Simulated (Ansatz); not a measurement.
`C[N](C)[AlH][Cl]` + CH₃OH → `C[O][AlH][Cl]` + `CNC` at 298.15 K and 1 bar (ligand exchange at the Al–N bond).

Computed with Ansatz on PBE0-D4/def2-TZVP structures; ΔE is electronic, products minus reactants. CCSD(T)/CBS is the MP2 limit (def2-TZVPP, def2-QZVPP) plus CCSD(T) − MP2 in def2-TZVPP, frozen cores. This one scheme is used for every species. One conformer a species, not always the lowest.

```
           species  CCSD(T)/CBS energy (Eh)  H − E (kJ/mol)  S (J/(mol·K))
`C[N](C)[AlH][Cl]`               -836.90351           261.1          354.4
             CH₃OH               -115.61712           146.3          238.2
   `C[O][AlH][Cl]`               -817.53357           151.9          333.5
             `CNC`               -135.00321           256.9          271.4
```

H − E and S are ideal-gas, rigid-rotor, harmonic terms from PBE0-D4/def2-TZVP, for one conformer and one mirror image of each species. 1 Eh = 2625.50 kJ/mol, R = 8.31446 J/(mol·K).

By hand: ΔE, ΔH, ΔS and ΔG.

ΔE = (-817.53357) + (-135.00321) − (-836.90351) − (-115.61712) = -0.01615 Eh = -42.4 kJ/mol. Δ(H − E) = 151.9 + 256.9 − 261.1 − 146.3 = 1.4, so ΔH = -41.0 kJ/mol. ΔS = 333.5 + 271.4 − 354.4 − 238.2 = 12.3 J/(mol·K). ΔG = -41.0 − 298.15 × (12.3)/1000 = -44.7 kJ/mol.

By hand: the equilibrium constant, and the temperature at which ΔG would vanish if ΔH and ΔS stayed fixed.

log₁₀ K = −ΔG/(RT ln 10) = 7.8. ΔH and −TΔS have one sign here, so there is no such temperature.

The number of gas molecules stays the same, so ΔS is small and ΔH decides. A doubt of 5 kJ/mol in ΔE shifts log₁₀ K by 0.9 here. Other conformers and mirror images would add mixing entropy, several J/(mol·K) or more a flexible species. These are equilibria of isolated gas molecules and say nothing of rates. Largest T1 diagnostic: 0.011 (customary marks: 0.02 for closed shells, 0.045 for open ones).

ΔS is within the doubt of such terms, so its sign, and with it that verdict, could turn.
